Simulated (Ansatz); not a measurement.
Input for Ansatz (a program for electronic structure): R-wB97M-V/def2-TZVPPD on C2H10Si (a complex), monomers drawn apart or pushed together. Files ending in .json are basis or fitting sets from the Basis Set Exchange.

Ansatz 0.2 input:
```yaml
crystal:
  periodic: [false, false, false]
  atoms:
    - {symbol: C, position_ang: [-0.08744108, 0.01240354, 0.32097134]}
    - {symbol: H, position_ang: [-0.33357381, -0.40106950, -0.65602036]}
    - {symbol: H, position_ang: [0.57247743, -0.67456127, 0.84870774]}
    - {symbol: H, position_ang: [0.41208120, 0.97190498, 0.19233665]}
    - {symbol: H, position_ang: [-1.00193496, 0.15110197, 0.89594749]}
    - {symbol: C, position_ang: [0.60275019, 1.13725288, 4.56367856]}
    - {symbol: Si, position_ang: [-0.20040216, -0.54280601, 4.78681728]}
    - {symbol: H, position_ang: [0.68992330, 1.38828851, 3.50578157]}
    - {symbol: H, position_ang: [1.60358114, 1.14967966, 4.99913557]}
    - {symbol: H, position_ang: [0.01339670, 1.91668234, 5.05009849]}
    - {symbol: H, position_ang: [-1.56158503, -0.55670087, 4.19826117]}
    - {symbol: H, position_ang: [-0.31434638, -0.87760603, 6.22778299]}
    - {symbol: H, position_ang: [0.60265845, -1.60068101, 4.12688307]}
basis:
  gaussian:
    orbitals: def2-TZVPPD.json
hamiltonian:
  xc: {name: wB97M-V}
scf: {lower_state_search: off}
```

The log:

```
WARN ansatz: RAYON_NUM_THREADS=2 ignored (pool sized by the plan → 2); use --threads N
Functional definition: wB97M-V
these checks for a lower state are left out or cut short: stability, starts, cluster_reference, orbital_swaps, neighbouring_geometries, increment
integrals: 0.27 GiB planned
1248 factors; their error is unknown
integrals: 0.30 GiB planned
424 factors; integrals over basis functions are off by at most 2.0e-5 eV
mean field: 2.27 GiB planned
mean field evaluation 1: about -10108.3887 eV, gradient 4.8e1 eV
mean field evaluation 2: about -10110.6394 eV, gradient 3.5e1 eV
mean field evaluation 4: about -10113.4273 eV, gradient 7.7e-1 eV
mean field evaluation 8: about -10113.4214 eV, gradient 5.9e-1 eV
mean field evaluation 16: about -10113.4218 eV, gradient 1.3e-5 eV
mean field -10113.42175178 eV, -371.6613942543 hartree, gradient 2.2e-6 eV, S^2 0.000000; 0 other end points of the search recorded, 0 dependent functions left out
reference -10113.42181691 eV, -371.6613966479 hartree; 18, 18 occupied and 274, 274 virtual orbitals, 1248 factors
Total energy: -10113.42181691 eV, -371.6613966479 hartree
Checks for a lower state left out: stability, starts, cluster_reference, orbital_swaps, neighbouring_geometries, increment
```

The calculation finished and met its thresholds.

Cost: about 12 core-seconds (a rough figure).
